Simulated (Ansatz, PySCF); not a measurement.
F3OW, charge +1, multiplicity 1. Atoms are numbered in the order given.

```xyz
5

W      0.0000     0.0000     0.0026
O      0.0000     0.0000    -1.6592
F      1.5095     0.8715     0.4846
F      0.0000    -1.7430     0.4846
F     -1.5095     0.8715     0.4846
```
Charge +1, spin multiplicity 1.

Coordinates come from a B3LYP-D3(BJ)/def2-SVP optimisation. The spin state was assumed, not searched. The isomer is the one that the SMILES or the coordinates give; other isomers of the formula were not compared. The def2 effective core potentials stand for the cores of W; spin–orbit coupling is left out.

Vertical ionisation energy (IE) and electron affinity (EA) in eV. Rows of orbital energies are one-electron estimates. Where ΔSCF, EOM or ADC give a negative EA the extra electron is unbound and the value depends on the basis.

```
level                                                                        IE    EA
------------------------------------------------------------------------  -----  ----
−ε(HOMO), −ε(LUMO), PBE0/def2-TZVP (PySCF)                                  [?]   [?]
ΔSCF, CAM-B3LYP/def2-SVPD (Ansatz), final states of multiplicity 2 and 2  20.93  8.03
```

Some entries are withheld; supply them. (An estimate is asked for; the answer gives what the named calculation found.)


- −ε(HOMO), −ε(LUMO), PBE0/def2-TZVP (PySCF), IE: 18.29
- −ε(HOMO), −ε(LUMO), PBE0/def2-TZVP (PySCF), EA: 10.16

What vertical singlet–triplet gap does ΔSCF give with CAM-B3LYP/def2-SVPD (Ansatz, a first-principles code)? (The exact figures need the calculation; the answer reports its results.)

5.06 eV (triplet above singlet where positive).
